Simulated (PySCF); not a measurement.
# How the method changes the shape and vibrations of AlClH2O

All numbers below are calculated, not measured. They come from PySCF 2.14.0, an open-source quantum chemistry program, on an isolated molecule that a program drew, which may never have been made. The molecule is AlClH2O (charge 0, singlet), drawn as the SMILES string `[OH][AlH][Cl]`.

The geometry was optimised and harmonic frequencies were computed with HF and MP2, all in the cc-pV(D+d)Z basis, for the commonest isotopes, with a restricted reference for singlets and an unrestricted one otherwise, and a frozen core in MP2. Each result is a local minimum of its method.

Geometry at the HF minimum:
```xyz
5
AlClH2O, angstrom
O    -0.5760    2.2216   -1.8730
Al   -0.7468    1.1522   -0.5951
Cl   -1.9034    1.7087    1.0818
H    -0.9240    3.0890   -1.9946
H    -0.0566   -0.2409   -0.6463
```

Lengths of the bonds as drawn, in Å (atoms numbered as above):
```
bond,HF,MP2
O1-Al2,1.675,1.701
Al2-Cl3,2.112,2.110
O1-H4,0.942,0.964
Al2-H5,1.556,1.558
```

Rotational constants, in GHz:
| constant | HF | MP2 |
|---|---|---|
| A | 24.82 | 25.01 |
| B | 3.681 | 3.624 |
| C | 3.206 | 3.165 |

Harmonic frequencies in cm^-1, each column in rising order, so a row needn't be the same motion in every method:
| rank | HF | MP2 |
|---|---|---|
| 1 | 216 | 206 |
| 2 | 404 | 386 |
| 3 | 508 | 509 |
| 4 | 522 | 510 |
| 5 | 595 | 608 |
| 6 | 708 | 694 |
| 7 | 917 | 877 |
| 8 | 2090 | ? |
| 9 | 4227 | 3933 |

**Estimate the missing MP2 frequency from the HF column.**

A single factor s that minimises the squared misfit of MP2 against s times HF over the other rows is sum(HF x MP2) / sum(HF^2) = 0.9361, with an rms misfit of 28 cm^-1. For rank 8 it gives 0.9361 x 2090 = 1956 cm^-1. The calculation gives 2055 cm^-1, 99 cm^-1 above the estimate. The drawn bonds are on average 1.0 % longer in MP2 than in HF.
